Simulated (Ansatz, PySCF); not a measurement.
Dimer: HCl (SMILES Cl) (first 2 atoms) with Si2H6 (SMILES [SiH3][SiH3]); geometry from B3LYP-D3(BJ)/def2-TZVP.
(charge 0, multiplicity 1):
| atom | x (Å) | y (Å) | z (Å) |
|---|---|---|---|
| Cl | 1.0490 | 0.6438 | -0.3519 |
| H | -0.0039 | 0.9067 | 0.3381 |
| Si | 0.9652 | -0.5910 | 3.3593 |
| Si | -1.1181 | 0.4683 | 3.1579 |
| H | 2.0587 | 0.3766 | 3.1142 |
| H | 1.0666 | -1.7104 | 2.3957 |
| H | 1.0921 | -1.1256 | 4.7373 |
| H | -1.2354 | 1.5947 | 4.1143 |
| H | -2.2250 | -0.4876 | 3.3987 |
| H | -1.3029 | 1.0263 | 1.7897 |

Basis-set superposition error: the interaction energy with monomers in their own basis, and in the dimer's basis (counterpoise).

Programs: Ansatz (Gaussian basis) for Hartree–Fock, density functionals and correlated methods; PySCF for 6-31G* rows, M06-2X. 

```
level                    uncorrected (meV)  counterpoise (meV)  difference
-----------------------  -----------------  ------------------  ----------
HF/6-31G*                             52.7                73.4        20.7
HF/aug-cc-pV(D+d)Z                    49.9                63.5        13.6
PBE/def2-TZVPPD                      -40.6               -36.0         4.6
B97M-V/def2-TZVPPD                   -75.9               -71.5         4.4
PBE0/def2-TZVPPD                     -30.8               -27.0         3.8
BHLYP/def2-TZVPPD                     -3.7                -0.5         3.2
M06-2X/def2-TZVPPD                   -67.6               -63.6         4.1
wB97M-V/def2-TZVPPD                  -66.0               -62.9         3.1
MP2/6-31G*                           -24.4                27.9        52.3
CCSD(T)/aug-cc-pV(D+d)Z              -86.3               -36.5        49.8
```

The error is largest for MP2/6-31G* (52.3 meV) and smallest for wB97M-V/def2-TZVPPD (3.1 meV).

Ansatz is a quantum-chemistry and plane-wave program.
